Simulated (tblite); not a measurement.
Parent: `[CH2:1]=[C:2]([F:3])[CH2:4][SiH2:5][CH3:6]` with C1–C2–C4–Si5 -107°, C2–C4–Si5–C6 -179°, C4H9FSi.

The geometries are computed with GFN2-xTB (gas phase). One conformer each, not checked by frequencies here.

| coordinate of the parent | value |
| --- | --- |
| C1=C2 | 1.320 Å |
| C2–F3 | 1.360 Å |
| C2–C4 | 1.479 Å |
| C4–Si5 | 1.921 Å |
| Si5–C6 | 1.897 Å |
| C1–C2–F3 | 118.7° |
| C1–C2–C4 | 128.7° |
| F3–C2–C4 | 112.6° |
| C2–C4–Si5 | 110.8° |
| C4–Si5–C6 | 107.7° |

Problem. How does the shared frame change in `[H]/[N:8]=[CH:7]\[CH2:6][SiH2:5][CH2:4][C:2](=[CH2:1])[F:3]` with C1–C2–C4–Si5 -107°, C2–C4–Si5–C6 -67°, C4–Si5–C6–C7 -62°, Si5–C6–C7–N8 96°, C5H10FNSi? Atoms pair as C1 = C1, C2 = C2, F3 = F3, C4 = C4, Si5 = Si5, C6 = C6 (parent first).

Solution. 
```tsv
parent	relative	value in the relative	change
C1=C2	C1=C2	1.320 Å	0.000
C2–F3	C2–F3	1.361 Å	+0.001
C2–C4	C2–C4	1.482 Å	+0.003
C4–Si5	C4–Si5	1.920 Å	-0.001
Si5–C6	Si5–C6	1.913 Å	+0.016
C1–C2–F3	C1–C2–F3	118.5°	-0.2
C1–C2–C4	C1–C2–C4	128.8°	+0.1
F3–C2–C4	F3–C2–C4	112.7°	+0.1
C2–C4–Si5	C2–C4–Si5	112.4°	+1.6
C4–Si5–C6	C4–Si5–C6	109.0°	+1.3
```

Of the parent's bonds, Si5–C6 changes most (+0.016 Å). Bonds of the relative outside the shared frame: C6–C7 1.491, C7=N8 1.254 Å. Point group C1 → C1.
